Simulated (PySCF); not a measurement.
# Two-component Hartree-Fock for Tm(49+) (thulium, charge +49)

Start: [Ar] 3d2; 3d3/2 filled at m_j = +1/2, +3/2. Calculated with PySCF 2.14 in an even-tempered Gaussian basis (15 s from 13 bohr⁻², ratio 2.8; 12 p from 16 bohr⁻², ratio 2.8; 8 d from 16 bohr⁻², ratio 2.8; 3 f from 51 bohr⁻², ratio 3): generalised Hartree-Fock with the X2C-1e Hamiltonian and a Gaussian nucleus; one run each with spin-orbit coupling (SO) switched off, then screened by Boettger's factors.

```
spinor shell  electrons  ε, spin-free (eV)  ε, screened SO (eV)  weight of nominal j (screened SO)  rms radius, screened SO (bohr)
       1s1/2          2           -62865.6             -62849.0                              1.000                          0.0227
       2s1/2          2           -13281.8             -13275.4                              1.000                          0.0909
       2p1/2          2           -12099.5             -12809.1                              1.000                          0.0775
       2p3/2          4           -12099.5             -11799.2                              1.000                          0.0841
       3s1/2          2            -5020.0              -5018.0                              1.000                           0.225
       3p1/2          2            -4651.6              -4834.8                              1.000                           0.213
       3p3/2          4            -4651.6              -4572.7                              1.000                           0.226
       3d3/2          2            -4310.6              -4339.1                              0.998                           0.193
```

```
   quantity     spin-free   screened SO
E (hartree)  -11373.06264  -11387.00874
        M_J             2             2
       ⟨J²⟩         8.000         6.015
       ⟨L²⟩        12.000        10.180
       ⟨S²⟩         2.000         1.535
```

Each row is a mean over spinors that exchange with the open shell spreads, by up to 30.561 eV (3p1/2).

Breit and QED terms are absent; they matter most for the inner s and p1/2 levels.

Densities and radii are taken from the X2C orbitals without a picture-change correction, which distorts them close to the nucleus.

Without spin-orbit coupling the j labels of p, d and f shells carry no meaning; the spin-free column gives the mean over the occupied spinors of each nl shell, and its ⟨J²⟩ belongs to a mixture of degenerate components.
